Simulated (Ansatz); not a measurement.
The cluster CoBr₂. The state is a doublet with charge 0. Geometry r2SCAN-D4/def2-TZVP; atoms count from 1.

```xyz
3

Co    0.0000    0.0006   -0.0017
Br   -1.4976   -1.5477   -0.5310
Br    1.4976    1.5471    0.5328
```

The charge 0 doublet is spin-contaminated (final ⟨S²⟩ up to 1.76, 0.75 for a pure state). The geometry of the doublet was relaxed on an unsound state (⟨S²⟩ 1.76, where a pure state has 0.75). At PBE0-D4/def2-TZVP a quartet of charge 0 lies 1.04 eV below the doublet at the same geometry. The structure comes from a short search, and lower isomers may exist.

Question: Estimate the Mulliken populations from the PBE0/def2-TZVP orbitals of Ansatz.

Answer: 
```json
{"atom": "Co1", "charge (e)": "0.58", "spin (α − β)": "1.28", "d electrons": "7.44"}
{"atom": "Br2", "charge (e)": "-0.29", "spin (α − β)": "-0.14", "d electrons": "–"}
{"atom": "Br3", "charge (e)": "-0.29", "spin (α − β)": "-0.14", "d electrons": "–"}
```
Mulliken values and Mayer orders depend strongly on the basis.

Question: Where does the spin sit?

Answer: Summed by element: Co 1.28, Br -0.28, of 1 unpaired in all. Largest on single atoms: Co1 1.28, Br2 -0.14, Br3 -0.14.

Question: And the Mayer bond orders between bonded heavy atoms (over 0.3)?

Answer: Co1–Br2 1.15 (2.22 Å); Co1–Br3 1.15 (2.22 Å).
